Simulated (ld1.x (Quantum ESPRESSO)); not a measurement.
**Transferability test, PAW potential for N**

```json
{"Element": "N (Z = 7)", "Generator": "ld1.x (Quantum ESPRESSO) 7.5", "Type": "PAW", "Functional": "PBE", "Relativity": "scalar-relativistic", "Frozen core": "[He]", "Valence charge": "5", "Reference configuration": "2s1.75 2p3.25", "Partial waves": "2s (bound): rcut 0.70, rcutus 0.95 bohr; 2s channel at -0.1 Ry: rcut 0.70, rcutus 0.95 bohr; 2p (bound): rcut 0.95, rcutus 1.25 bohr; 2p channel at 1.65 Ry: rcut 0.95, rcutus 1.25 bohr; 3d channel at -0.05 Ry: rcut 0.85, rcutus 1.10 bohr", "Local potential": "all-electron potential smoothed inside 0.75 bohr (lloc = -2)", "Core correction": "Bessel-smoothed model core inside 0.65 bohr", "Augmentation charge": "PSQ, radius 0.55 bohr"}
```

Energies are relative to the spin-unpolarised reference configuration 2s1.75 2p3.25; without spin polarisation the order of configurations can differ from experiment.

```tsv
valence configuration	charge	ΔE all-electron (eV)	error AE − PS (meV)
2s2 2p3	0	-2.874	0.0
2s2 2p2	+1	10.717	-0.4
2s2 2p3.3	-0.3	-4.493	+0.1
2s0 2p5	0	20.167	-1.7
2s1 2p3	+1	22.498	-1.0
2s1 2p4	0	8.633	-0.3
```

(1) What are ΔE and the potential's error for 2s2 2p1?

Levels in the configuration 2s2 2p3:

```json
{"level": "2s", "all-electron (eV)": "-18.583", "pseudo (eV)": "-18.583"}
{"level": "2p", "all-electron (eV)": "-7.090", "pseudo (eV)": "-7.090"}
```

## Answers

(1) ΔE = 39.571 eV all-electron; the error (AE − PS) is -1.6 meV.
